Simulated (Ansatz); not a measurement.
CH2O2Si, SMILES `O=C[Si]O` (lower singlet; O–C–Si–O torsion 95°, C–Si–O–H torsion 8°) (charge 0, multiplicity 1). This singlet lies 1.20 eV below the relaxed triplet at the level frozen-core CCSD(T)/cc-pVTZ // PBE0-D3(BJ)/def2-TZVP (Ansatz, an electronic-structure program).

These are Ansatz with r2SCAN0/cc-pVTZ // PBE0-D3(BJ)/def2-TZVP values and carry that method's errors.

Ansatz 0.2 input:
```yaml
crystal:
  periodic: [false, false, false]
  atoms:
    - { symbol: O, position_ang: [-1.165471, 0.321071, -1.375287] }
    - { symbol: C, position_ang: [-0.972822, 0.123995, -0.175729] }
    - { symbol: Si, position_ang: [0.228098, -1.247501, -0.769679] }
    - { symbol: O, position_ang: [1.661213, -0.415113, -0.750795] }
    - { symbol: H, position_ang: [-1.498143, 0.750493, 0.570115] }
    - { symbol: H, position_ang: [1.747115, 0.467049, -0.384181] }
basis:
  gaussian: { orbitals: cc-pVTZ }
hamiltonian:
  xc: r2scan0
```

Output:

```
Functional definition: r2SCAN0
911 factors; their error is unknown
mean field evaluation 1: about -13032.3233 eV, gradient 5.9e1 eV
mean field evaluation 2: about -13022.3485 eV, gradient 9.4e1 eV
mean field evaluation 4: about -13038.0702 eV, gradient 6.2e0 eV
mean field evaluation 8: about -13038.1677 eV, gradient 2.8e-1 eV
mean field evaluation 16: about -13038.1678 eV, gradient 2.4e-5 eV
mean field -13038.16783922 eV, -479.1438305039 hartree, gradient 2.4e-5 eV, S^2 0.000000; 0 other end points of the search recorded, 0 dependent functions left out
reference -13038.16784650 eV, -479.1438307711 hartree; 19, 19 occupied and 133, 133 virtual orbitals, 911 factors
Total energy: -13038.16784650 eV, -479.1438307711 hartree
```
